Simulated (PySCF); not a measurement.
C3H10AlNO, SMILES [NH2][Al]([O]C)[CH2]C at its GFN2-xTB optimised geometry (Å):

```
16

Al    -0.0856     0.1986     0.0000
C     -1.1550    -1.5034     0.0006
C     -0.2942    -2.7677    -0.0247
H     -1.8355    -1.5117    -0.8593
H     -1.8080    -1.5288     0.8812
H      0.3619    -2.8062     0.8424
H      0.3302    -2.7925    -0.9154
H     -0.9147    -3.6654    -0.0203
O     -0.9330     1.6176     0.0000
C     -1.6143     2.8335    -0.0006
H     -0.9076     3.6654     0.0619
H     -2.1979     2.9370    -0.9194
H     -2.2932     2.8846     0.8551
N      1.6979     0.1986     0.0000
H      2.2932    -0.6162     0.0005
H      2.2790     1.0265     0.0014
```

Level of theory: PySCF with PBE0/def2-TZVP.

Map of the electrostatic potential (hartree/e), clipped to [-0.08, 0.12] on the plane z = 0.6 Å:

```
|:::::::::::::::::::::::::::|
|:::::::::::::::::::::::::::|
|:::::::::::::::::::::::::::|
|::::::::::----:::::::::::::|
|::::::::--+%*-:::::::::::::|
|::::::-=*%@@%-:::::::::::::|
|::::::-@@@@@+::::::::::::::|
|::::::=@@@@@=...::---::::::|
|::::::-*@@@@- ..:-----:::::|
|::::::::-*@@@.:::=++=-:::::|
|:::::... .@@@@#=-*@#=--::::|
|::::....  -@@@@%*@@#=-:::::|
|::::.... .*@@@@@@@@=--:::::|
|:::......:#@@@@@@@@=--:::::|
|:::......:+@@@@@#@@#=-:::::|
|:::....:=@@@@@@+-*@#=--::::|
|:::....:@@@@@+=--=++=--::::|
|::::...:%@@@@*=-------:::::|
|::::....-+@@@@@*-:---::::::|
|::::.....:=@@@@@-::::::::::|
|:::::....:=@@@@*:::::::::::|
|:::::::.::*@#+=::::::::::::|
|::::::::::=+-:..:::::::::::|
|:::::::::::::....::::::::::|
|:::::::::::::...:::::::::::|
|:::::::::::::::::::::::::::|
|:::::::::::::::::::::::::::|
```
Scale: ten equal steps from -0.036 (start of ' ') to 0.120 (end of '@'), in the order ' .:-=+*#%@'; x runs from -6.00 to 6.00, y from -6.00 (bottom) to 6.00 (top).
